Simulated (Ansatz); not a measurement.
Two isomers of BrGaH4OSi: A = `[SiH3][O][GaH][Br]`, B = `O[SiH2][GaH][Br]`.

Program: Ansatz. Geometries: PBE0-D4/def2-TZVP. ΔE: electronic, gas phase. CBS: MP2 limit from def2 TZ/QZ plus the TZ coupled-cluster correction, frozen cores. DFT in def2-TZVPP. B3LYP here is the variant with VWN-RPA as its local correlation; programs differ in this. For Br, Ga outer-core shells are correlated without core-valence functions, which leaves a few kJ/mol of doubt a bond. Scalar relativity is left out up to krypton. Each species was taken in one conformer, which may not be the lowest.

A:

Z-matrix (Å, degrees):
```
Si
O 1 1.640
H 1 1.488 2 111.0
H 1 1.488 2 111.0 3 120.8
H 1 1.485 2 108.0 3 -119.6
Ga 2 1.768 1 137.3 3 -59.5
Br 6 2.282 2 114.8 1 0.0
H 6 1.543 2 121.4 1 180.0
```

B:

```xyz
8

O     1.835    0.187    0.648
Si    0.623   -0.289   -0.372
Ga   -1.461    0.481    0.543
Br   -3.252   -0.118   -0.790
H     2.735   -0.049    0.415
H     0.806    0.278   -1.741
H     0.585   -1.773   -0.522
H    -1.872    1.284    1.819
```

(1) Which is lower in electronic energy at CCSD(T)/CBS, and by how much? (Estimate.)

(2) Give E(B) − E(A) in kJ/mol with MP2/def2-TZVPP, B3LYP-D4, CCSD/def2-TZVPP, CCSD(T)/def2-SVP, LDA (SPW92), PBE0-D4, PBE-D4. (An estimate is asked.)

(3) Does the order hold for the free energy at 298.15 K (harmonic terms from PBE0-D4)? (An estimate is asked.)

Largest T1 diagnostic: 0.012.

Answers

(1) Computed: A, by 68.3 kJ/mol.

(2) Ansatz gave: MP2/def2-TZVPP 80.0, B3LYP-D4 64.3, CCSD/def2-TZVPP 74.1, CCSD(T)/def2-SVP 89.5, LDA (SPW92) 48.8, PBE0-D4 52.8, PBE-D4 47.8. None reverses the order clearly.

(3) Computed: Yes: G(B) − G(A) = +73.1 kJ/mol, for one conformer each. Modes under 60 cm⁻¹, often nearly free rotors, make the harmonic entropy too high.

From BLYP to BHLYP (50 % exact exchange), in def2-TZVPP and without D4, E(B) − E(A) moves by +12.2 kJ/mol. In def2-TZVPP, CCSD(T) changes the Hartree–Fock value by −11.2 kJ/mol (the triples alone add −0.3 kJ/mol) and MP2 by −5.0 kJ/mol.
